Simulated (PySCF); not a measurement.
C$_{2}$H$_{6}$F$_{2}$InN (SMILES C[N](C)[In]([F])[F]), singlet, geometry from GFN2-xTB (such geometries of metal compounds can be far from the true shape) (all electrons, no relativity), with bond 8-5 at 1.8 times its length; PySCF with CASSCF(2,4)+NEVPT2/STO-3G.

Input for PySCF:
```python
from pyscf import gto, scf, mcscf, mrpt
import numpy

mol = gto.M(
    atom='''
In    0.10619981    0.00188701   -0.55365826
F    -1.11125945   -1.62881902   -0.30729359
F     0.81259247    0.47108753   -2.40865974
N     0.19419228    0.72863796    1.60375288
C     0.79063126   -0.32228144    2.36820966
C    -1.15842567    0.96558922    2.00064782
H     0.84196893    0.00864538    3.41045292
H    -0.25014872   -2.00316471    2.32977835
H     1.80500177   -0.50736189    2.00678589
H    -1.78775590    0.06639579    1.95121694
H    -1.15012095    1.30347748    3.04170099
H    -1.58988179    1.75175664    1.37640381
''',
    basis='sto-3g',
    verbose=3,
)

mf = scf.RHF(mol)
mf.kernel()
mc = mcscf.CASSCF(mf, 4, 2)
mc.fix_spin_(ss=0.0)
mc.kernel()
occ = numpy.linalg.eigvalsh(mc.fcisolver.make_rdm1(mc.ci, mc.ncas, mc.nelecas))[::-1]
ss = mc.fcisolver.spin_square(mc.ci, mc.ncas, mc.nelecas)[0]
print('natural occupations', occ.round(4), ' <S^2>', round(ss, 4))
e2 = mrpt.NEVPT(mc).kernel()
print('E(NEVPT2) = %.10f' % (mc.e_tot + e2))
```

The log (banner, timings and long lists left out):

```
converged SCF energy = -6010.75488018296
CASSCF energy = -6010.83738189029
CASCI E = -6010.83738189029  E(CI) = -1.12072576761602  S^2 = 0.0000000
natural occupations [1.7186 0.2814 0.     0.    ]  <S^2> 0.0

WARN: Active orbitals [2 3] (occs = [6.06334573e-07 7.58290219e-08]) are canonicalized with external orbitals

Sr    (-1)',   E = -0.00000206025483
Si    (+1)',   E = -0.00078865239379
Sijrs (0)  ,   E = -0.12952523874155
Sijr  (+1) ,   E = -0.05521039186674
Srsi  (-1) ,   E = -0.00273479427965
Srs   (-2) ,   E = -0.00006754423806
Sij   (+2) ,   E = -0.02017130482233
Sir   (0)' ,   E = -0.00574982211149
Nevpt2 Energy = -0.214249808708440
E(NEVPT2) = -6011.0516316990
```
